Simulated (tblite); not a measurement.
A geometry optimisation, step by step.

Species: C6H10ClFSi2.
Atom-mapped SMILES: `[CH3:1][C:2]#[C:3][CH2:4][Si@H:5]([Cl:6])/[C:7]([F:8])=[CH:9]/[SiH3:10]` (hydrogens: H11, H12, H13 on C1; H14, H15 on C4; H16 on Si5; H17 on C9; H18, H19, H20 on Si10)

Computed with GFN2-xTB (tblite), gas phase: L-BFGS steps from a force-field or distance-geometry start until the largest atomic force falls under 0.01 eV/Å. 6 of its 114 geometries are shown.

Step 0: E = -833.1394 eV, largest atomic force 2.805 eV/Å
```
atom  x, y, z in Å  |  force x, y, z in eV/Å
C1     -4.841    0.132   -0.287   -0.474   0.284   0.246
C2     -3.465   -0.233   -0.016    2.694  -0.483   0.616
C3     -2.298   -0.530    0.220   -2.366   0.493  -0.356
C4     -0.887   -0.865    0.458   -1.268  -0.490   0.658
Si5     0.130    0.450   -0.383   -1.509   0.935  -1.360
Cl6     0.221   -0.089   -2.405    0.052   0.304   0.854
C7      1.784    0.565    0.378    1.207  -0.147  -0.089
F8      1.966    1.099    1.612   -0.158  -0.005  -0.054
C9      2.831    0.098   -0.293   -0.433   0.005  -0.199
Si10    4.546    0.135    0.339    1.672   0.177   0.171
H11    -5.491   -0.723   -0.042    0.131   0.249  -0.125
H12    -4.956    0.364   -1.364    0.005   0.023   0.616
H13    -5.186    1.002    0.350    0.527  -0.812  -0.759
H14    -0.723   -1.859    0.019    0.111   0.144   0.358
H15    -0.701   -0.873    1.559   -0.150  -0.213  -0.755
H16    -0.564    1.759   -0.268    0.207  -0.265  -0.136
H17     2.638   -0.315   -1.272   -0.023   0.037   0.079
H18     4.777   -1.121    1.069    0.045   0.094   0.003
H19     4.798    1.317    1.193   -0.087  -0.297  -0.164
H20     5.416    0.203   -0.873   -0.182  -0.033   0.395
```

Step 23: E = -833.5588 eV, largest atomic force 0.088 eV/Å
```
atom  x, y, z in Å  |  force x, y, z in eV/Å
C1     -4.898    0.100   -0.274   -0.022  -0.002  -0.007
C2     -3.533   -0.282    0.015    0.002   0.020  -0.016
C3     -2.397   -0.583    0.250    0.058  -0.023  -0.001
C4     -0.993   -0.848    0.481    0.041   0.011  -0.008
Si5     0.042    0.496   -0.412    0.006   0.064  -0.011
Cl6     0.151    0.048   -2.386   -0.003   0.007   0.053
C7      1.826    0.525    0.253   -0.075  -0.006  -0.017
F8      1.923    1.076    1.500    0.033  -0.038  -0.042
C9      2.927    0.082   -0.343    0.001   0.000   0.008
Si10    4.679    0.129    0.365   -0.040   0.009  -0.052
H11    -5.586   -0.713   -0.057   -0.016  -0.060   0.040
H12    -4.989    0.361   -1.328   -0.001   0.011  -0.052
H13    -5.172    0.967    0.325   -0.021   0.019   0.033
H14    -0.733   -1.838    0.097   -0.052  -0.011   0.004
H15    -0.793   -0.854    1.555   -0.021   0.040  -0.011
H16    -0.585    1.811   -0.265    0.076  -0.041   0.019
H17     2.773   -0.337   -1.328    0.064   0.003   0.041
H18     4.918   -1.112    1.108   -0.024   0.001   0.023
H19     4.854    1.295    1.228   -0.023  -0.023  -0.008
H20     5.581    0.190   -0.787    0.017   0.021   0.004
```

Step 45: E = -833.5746 eV, largest atomic force 0.046 eV/Å
```
atom  x, y, z in Å  |  force x, y, z in eV/Å
C1     -4.943    0.067   -0.270   -0.007  -0.008   0.002
C2     -3.553   -0.245   -0.015    0.005  -0.012   0.015
C3     -2.413   -0.528    0.224   -0.015   0.036  -0.021
C4     -1.011   -0.788    0.477    0.008   0.006   0.005
Si5     0.072    0.511   -0.420    0.004  -0.012  -0.044
Cl6     0.106    0.099   -2.401    0.013   0.000   0.012
C7      1.862    0.459    0.212    0.019  -0.011  -0.013
F8      1.980    0.976    1.473   -0.019  -0.013  -0.004
C9      2.966    0.040   -0.394    0.003   0.002   0.024
Si10    4.690    0.125    0.372    0.017  -0.019   0.017
H11    -5.573   -0.788   -0.023   -0.007   0.003  -0.004
H12    -5.084    0.318   -1.321    0.012  -0.011   0.008
H13    -5.249    0.918    0.339    0.000  -0.012  -0.004
H14    -0.765   -1.798    0.138    0.003  -0.009  -0.007
H15    -0.834   -0.752    1.553    0.002   0.005   0.028
H16    -0.453    1.858   -0.213   -0.013   0.037   0.004
H17     2.841   -0.367   -1.387   -0.004   0.023   0.011
H18     4.913   -1.106    1.139   -0.005   0.022  -0.014
H19     4.787    1.296    1.242   -0.002  -0.025  -0.019
H20     5.655    0.218   -0.727   -0.014  -0.004   0.000
```

Step 68: E = -833.5799 eV, largest atomic force 0.042 eV/Å
```
atom  x, y, z in Å  |  force x, y, z in eV/Å
C1     -4.973    0.020   -0.261    0.003  -0.001   0.000
C2     -3.575   -0.244    0.006   -0.008   0.000  -0.014
C3     -2.419   -0.472    0.227    0.013   0.010   0.001
C4     -1.012   -0.713    0.477   -0.005  -0.005   0.009
Si5     0.089    0.551   -0.448   -0.018   0.021   0.032
Cl6     0.146    0.118   -2.421   -0.003  -0.010  -0.026
C7      1.865    0.436    0.216   -0.025  -0.002   0.000
F8      1.960    0.862    1.513    0.014   0.001  -0.012
C9      2.976    0.045   -0.396    0.001   0.020  -0.005
Si10    4.696    0.092    0.378    0.008   0.000  -0.011
H11    -5.579   -0.852   -0.015    0.017  -0.008   0.005
H12    -5.110    0.257   -1.316    0.004  -0.004  -0.004
H13    -5.316    0.865    0.336    0.011   0.000   0.009
H14    -0.767   -1.733    0.166    0.003   0.008  -0.006
H15    -0.824   -0.648    1.551   -0.026   0.008   0.007
H16    -0.395    1.919   -0.263    0.001  -0.026  -0.005
H17     2.860   -0.291   -1.415    0.000   0.013   0.006
H18     4.913   -1.136    1.144   -0.009  -0.031   0.012
H19     4.806    1.261    1.247    0.004   0.005   0.002
H20     5.652    0.175   -0.729    0.014   0.001  -0.002
```

Step 90: E = -833.5841 eV, largest atomic force 0.019 eV/Å
```
atom  x, y, z in Å  |  force x, y, z in eV/Å
C1     -4.990   -0.030   -0.265    0.001   0.002   0.003
C2     -3.580   -0.241   -0.014    0.005  -0.006   0.006
C3     -2.419   -0.432    0.217   -0.010   0.001   0.001
C4     -1.014   -0.642    0.496   -0.006   0.002   0.005
Si5     0.099    0.588   -0.457    0.004  -0.013  -0.012
Cl6     0.160    0.098   -2.418   -0.007   0.011   0.006
C7      1.873    0.454    0.212    0.008   0.003  -0.001
F8      1.958    0.779    1.538    0.004  -0.001  -0.007
C9      2.991    0.116   -0.420   -0.003  -0.019   0.001
Si10    4.702    0.050    0.376   -0.011   0.000   0.001
H11    -5.555   -0.925   -0.002    0.003  -0.005  -0.007
H12    -5.157    0.195   -1.318    0.018  -0.005   0.001
H13    -5.354    0.803    0.336    0.005   0.005  -0.002
H14    -0.752   -1.672    0.235    0.000   0.003   0.002
H15    -0.851   -0.528    1.571    0.004  -0.002   0.007
H16    -0.379    1.961   -0.309    0.001   0.009  -0.004
H17     2.883   -0.139   -1.463   -0.002   0.010  -0.002
H18     4.828   -1.206    1.122   -0.010   0.005  -0.001
H19     4.870    1.194    1.269   -0.002  -0.002   0.002
H20     5.682    0.092   -0.711    0.000   0.002   0.000
```

Step 113: E = -833.5857 eV, largest atomic force 0.008 eV/Å
```
atom  x, y, z in Å  |  force x, y, z in eV/Å
C1     -4.978   -0.058   -0.275   -0.001  -0.001   0.001
C2     -3.571   -0.250    0.006   -0.004   0.002  -0.007
C3     -2.409   -0.417    0.248    0.005  -0.003  -0.004
C4     -1.001   -0.604    0.528    0.001   0.000   0.002
Si5     0.095    0.613   -0.461   -0.005   0.002   0.003
Cl6     0.119    0.115   -2.419   -0.002   0.002  -0.003
C7      1.872    0.457    0.193   -0.004   0.005   0.000
F8      1.959    0.723    1.532    0.003  -0.001   0.000
C9      2.990    0.141   -0.451   -0.002   0.001  -0.002
Si10    4.684    0.025    0.373    0.005  -0.004   0.004
H11    -5.539   -0.958   -0.020    0.004   0.001  -0.001
H12    -5.121    0.159   -1.333    0.002   0.000   0.003
H13    -5.365    0.775    0.312    0.001   0.000  -0.003
H14    -0.728   -1.637    0.288   -0.002  -0.001   0.007
H15    -0.833   -0.464    1.599   -0.001   0.001   0.000
H16    -0.371    1.992   -0.319    0.004  -0.003   0.003
H17     2.889   -0.063   -1.505   -0.004   0.000  -0.003
H18     4.749   -1.239    1.111    0.007   0.003   0.003
H19     4.863    1.157    1.279    0.001  -0.002   0.000
H20     5.692    0.048   -0.689   -0.007  -0.001  -0.002
```

Task: Summarise the path.

Result: The energy falls by 43.06 kJ/mol from step 0 to step 113; nine tenths of that is first reached at step 15. It falls at every step. The largest force goes from 2.805 to 0.008 eV/Å. Among the bonds Si5–C7 changes most, from 1.825 to 1.900 Å; the atoms move by 0.277 Å rms after alignment.

Task: Follow the three bonds and two angles with the largest change from start to end.

Result: 
```csv
step,E above end (kJ/mol),largest force (eV/Å),Si5–C7 (Å),Si5–Cl6 (Å),C9–Si10 (Å),Si5–C7–C9 (°),Si5–C7–F8 (°)
0,43.06,2.805,1.825,2.095,1.828,118.9,121.7
5,11.99,0.390,1.890,2.015,1.871,121.7,119.3
10,6.10,0.219,1.890,2.030,1.878,125.8,114.5
15,4.19,0.150,1.895,2.024,1.883,127.1,113.9
20,3.02,0.099,1.898,2.023,1.887,127.7,113.5
25,2.35,0.075,1.902,2.028,1.888,128.5,112.9
29,2.04,0.081,1.902,2.018,1.888,128.7,113.0
34,1.56,0.126,1.899,2.030,1.885,129.6,112.0
39,1.32,0.077,1.899,2.018,1.888,129.9,111.9
44,1.11,0.071,1.899,2.025,1.888,130.0,112.1
49,0.99,0.038,1.901,2.021,1.888,129.9,112.3
54,0.88,0.042,1.899,2.023,1.888,130.0,112.0
59,0.74,0.036,1.899,2.020,1.887,129.9,111.9
64,0.63,0.030,1.900,2.023,1.888,129.9,112.2
69,0.55,0.033,1.899,2.021,1.886,129.7,112.1
74,0.42,0.032,1.900,2.022,1.888,129.6,112.4
79,0.31,0.031,1.901,2.023,1.887,129.4,112.5
84,0.21,0.038,1.900,2.021,1.888,129.5,112.5
88,0.18,0.022,1.901,2.022,1.888,129.5,112.5
93,0.14,0.024,1.901,2.022,1.888,129.4,112.6
98,0.09,0.027,1.901,2.022,1.888,129.6,112.5
103,0.05,0.019,1.900,2.021,1.887,129.6,112.6
108,0.02,0.020,1.900,2.022,1.888,129.8,112.5
113,0.00,0.008,1.900,2.021,1.887,129.8,112.3
```

The cost below is that of the whole relaxation. On Intel Xeon at 2.50 GHz, one thread (shared host), this took 4.9 s of wall time.
